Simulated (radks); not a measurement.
The numbers below are computed, except where a source is named.
Q: All-electron atom: the dysprosium ion Dy2+ in [Xe] 4f10. Code: a radial shooting solver on a logarithmic mesh with Libxc functionals. Model: Dirac Kohn-Sham, LDA (Slater exchange, Perdew-Wang correlation), spin-unpolarised, spherical densities, point nucleus; open shells fill j = l - 1/2 first. Some entries of the table are withheld. Estimate them.

| orbital | occ. | eigenvalue (eV) | <1/r> (bohr^-1) | <r> (bohr) |
|---|---|---|---|---|
| 1s1/2 | 2 | -53567.26 | 74.53 | 0.02113 |
| 2s1/2 | 2 | -8927.989 | 17.85 | 0.08927 |
| 2p1/2 | 2 | -8494.427 | 17.83 | 0.07440 |
| 2p3/2 | 4 | -7695.087 | 15.61 | 0.08146 |
| 3s1/2 | 2 | -1997.284 | 6.518 | 0.2343 |
| 3p1/2 | 2 | -1807.835 | 6.437 | 0.2239 |
| 3p3/2 | 4 | -1641.902 | 5.872 | 0.2373 |
| 3d3/2 | 4 | -1315.277 | 5.756 | 0.2097 |
| 3d5/2 | 6 | -1279.009 | 5.617 | 0.2139 |
| 4s1/2 | 2 | -405.5898 | (1) | 0.5302 |
| 4p1/2 | 2 | -330.9055 | 2.622 | 0.5406 |
| 4p3/2 | 4 | -293.6532 | 2.425 | 0.5716 |
| 4d3/2 | 4 | -170.5022 | 2.205 | 0.6041 |
| 4d5/2 | 6 | -163.7609 | 2.156 | 0.6151 |
| 5s1/2 | 2 | -63.1541 | 1.027 | 1.300 |
| 5p1/2 | 2 | -42.9665 | 0.9006 | (2) |
| 5p3/2 | 4 | -38.1867 | 0.8316 | (3) |
| 4f5/2 | 6 | (4) | 1.571 | 0.8583 |
| 4f7/2 | 4 | (5) | 1.546 | 0.8763 |

A: 
(1) 4s1/2 <1/r> (bohr^-1): 2.729
(2) 5p1/2 <r> (bohr): 1.465
(3) 5p3/2 <r> (bohr): 1.568
(4) 4f5/2 eigenvalue (eV): -17.7447
(5) 4f7/2 eigenvalue (eV): -16.8634
